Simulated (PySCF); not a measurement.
## RuH₄ + Cl₂ → RuH₂ + 2 HCl

Level: PBE0 in the def2-TZVP basis family, computed in PySCF with density fitting; scalar-relativistic core potentials for atoms from Rb on, none lighter, no spin–orbit coupling; open shells unrestricted.

```
species                                                     state and structure      E (Eh)  ZPE (kJ/mol)  H(298 K) − H(0) (kJ/mol)  S° (J/(mol K))
   RuH₄  singlet, C4v, Ru–H 1.530 Å (×4); H–Ru–H 67.4° (×4), H–Ru–H 103.3° (×2)   -97.20793          77.5                      11.3           233.0
    Cl₂                                             singlet, D∞h, Cl–Cl 1.982 Å  -920.08940           3.5                       9.1           222.5
   RuH₂                           triplet, C2v, Ru–H 1.559 Å (×2); H–Ru–H 75.0°   -95.99409          29.3                      10.2           233.7
    HCl                                              singlet, C∞v, H–Cl 1.279 Å  -460.66440          17.9                       8.7           186.6
```

Problem. What is the electronic reaction energy?

Solution. At PBE0/def2-TZVP, ΔE = -67.1 kJ/mol from the differences of the total energies times 2625.5, downhill. 

Problem. Add zero-point, thermal and entropy terms for 298.15 K and 1 bar.

Solution. ΔZPE = -15.9 and Δ[H(298) − H(0)] = 7.2 kJ/mol give ΔH° = -75.8 kJ/mol. ΔS° = 151.4 J/(mol K), so ΔG° = -75.8 − 298.15 × (0.1514) = -121 kJ/mol and log₁₀K = 21.2.

Open d or f shells are single determinants, so the state found may not be the ground state. Each species is the lowest minimum found with this bonding; other isomers or fragments can lie lower.
